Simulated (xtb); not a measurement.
C$_{2}$H$_{2}$N (SMILES [CH2]C#N), doublet, from a rough starting geometry; GFN2-xTB (xtb 6.7.1).

Input for xtb:
```
$ xtb mol.xyz --gfn 2 --uhf 1 --opt vtight --json

# file mol.xyz
5

C     -0.04893496     0.15234376    -0.65406149
C     -0.05366893     0.19252614     0.76063619
N      0.02622922     0.19883747     1.98630122
H      0.91323338    -0.29416559    -1.05405680
H     -0.87502584    -0.28762567    -1.04700082
```

It wrote (shortened):

```
   ID    Z sym.   atoms
    1    6 C      1, 2
    2    7 N      3
    3    1 H      4, 5

           -------------------------------------------------
          |                Calculation Setup                |
           -------------------------------------------------

           -------------------------------------------------
          |                 G F N 2 - x T B                 |
           -------------------------------------------------

          ...................................................
          :                      SETUP                      :
          :.................................................:
          :  # basis functions                  14          :
          :  # atomic orbitals                  14          :
          :  # shells                            8          :
          :  # electrons                        15          :
          :  max. iterations                   250          :
          :  Hamiltonian                  GFN2-xTB          :
          :  restarted?                      false          :
          :  GBSA solvation                  false          :
          :  PC potential                    false          :
          :  electronic temp.          300.0000000     K    :
          :  accuracy                    1.0000000          :
          :  -> integral cutoff          0.2500000E+02      :
          :  -> integral neglect         0.1000000E-07      :
          :  -> SCF convergence          0.1000000E-05 Eh   :
          :  -> wf. convergence          0.1000000E-03 e    :
          :  Broyden damping             0.4000000          :
          :  net charge                          0          :
          :  unpaired electrons                  1          :
          ...................................................

 iter      E             dE          RMSdq      gap      omega  full diag
   1     -8.1685922 -0.816859E+01  0.823E+00    4.45       0.0  T
   2     -8.1474852  0.211069E-01  0.606E+00    3.93       1.0  T
   3     -8.1430106  0.447462E-02  0.421E+00    4.30       1.0  T
   4     -8.2026456 -0.596350E-01  0.603E-01    4.05       1.0  T
   5     -8.2033936 -0.748042E-03  0.147E-01    4.04       1.0  T
   6     -8.2034013 -0.766218E-05  0.642E-02    4.07       1.0  T
   7     -8.2034048 -0.356736E-05  0.416E-02    4.05       1.1  T
   8     -8.2034104 -0.560041E-05  0.504E-03    4.06       8.9  T
   9     -8.2034104  0.266914E-07  0.363E-03    4.06      12.3  T
[...]
 * total energy  :    -8.0763597 Eh     change       -0.8018120E-10 Eh
 * total energy  :    -8.0982418 Eh     change       -0.2188209E-01 Eh
 * total energy  :    -8.0985527 Eh     change       -0.3108835E-03 Eh
 * total energy  :    -8.1008756 Eh     change       -0.2322943E-02 Eh
 * total energy  :    -8.1020095 Eh     change       -0.1133872E-02 Eh
 * total energy  :    -8.1023633 Eh     change       -0.3538366E-03 Eh
 * total energy  :    -8.1025502 Eh     change       -0.1868479E-03 Eh
 * total energy  :    -8.1026176 Eh     change       -0.6746916E-04 Eh
 * total energy  :    -8.1026224 Eh     change       -0.4810475E-05 Eh
 * total energy  :    -8.1026228 Eh     change       -0.3358410E-06 Eh
 * total energy  :    -8.1026229 Eh     change       -0.1583109E-06 Eh
 * total energy  :    -8.1026230 Eh     change       -0.2115080E-07 Eh
   *** GEOMETRY OPTIMIZATION CONVERGED AFTER 12 ITERATIONS ***
         :: total energy              -8.102622952747 Eh    ::
[...]
        14                          1.1457100              31.1764
      -------------------------------------------------------------
                  HL-Gap            0.1682060 Eh            4.5771 eV
             Fermi-level           -0.3547691 Eh           -9.6538 eV

     #   Z          covCN         q      C6AA      α(0)
     1   6 C        2.834    -0.072    29.792     8.944
     2   6 C        1.891     0.121    28.131     8.566
     3   7 N        0.911    -0.220    25.811     7.348
     4   1 H        0.926     0.086     1.921     2.168
     5   1 H        0.926     0.086     1.921     2.167

 Mol. C6AA /au·bohr⁶  :        345.625272
 Mol. C8AA /au·bohr⁸  :       8329.797144
 Mol. α(0) /au        :         29.193128

Wiberg/Mayer (AO) data.
largest (>0.10) Wiberg bond orders for each atom

 ---------------------------------------------------------------------------
     #   Z sym  total        # sym  WBO       # sym  WBO       # sym  WBO
 ---------------------------------------------------------------------------
     1   6 C    3.551 --     2 C    1.382     4 H    0.953     5 H    0.953
                             3 N    0.262
     2   6 C    3.959 --     3 N    2.562     1 C    1.382
     3   7 N    2.889 --     2 C    2.562     1 C    0.262
     4   1 H    0.993 --     1 C    0.953
     5   1 H    0.993 --     1 C    0.953
 ---------------------------------------------------------------------------

Topologies differ in total number of bonds
Writing topology from bond orders to xtbtopo.mol

molecular dipole:
                 x           y           z       tot (Debye)
 q only:        0.003      -0.131      -0.905
   full:        0.004      -0.204      -1.403       3.603
molecular quadrupole (traceless):
                xx          xy          yy          xz          yz          zz
 q only:        1.566       0.002       0.717       0.032      -0.425      -2.283
  q+dip:        2.797       0.000       0.438       0.049      -0.514      -3.235
   full:        3.281       0.004       1.824       0.056      -0.997      -5.105

optimized geometry written to: xtbopt.xyz

           -------------------------------------------------
          | TOTAL ENERGY               -8.102622952747 Eh   |
          | GRADIENT NORM               0.000089859740 Eh/α |
          | HOMO-LUMO GAP               4.577118685256 eV   |
           -------------------------------------------------

normal termination of xtb
```
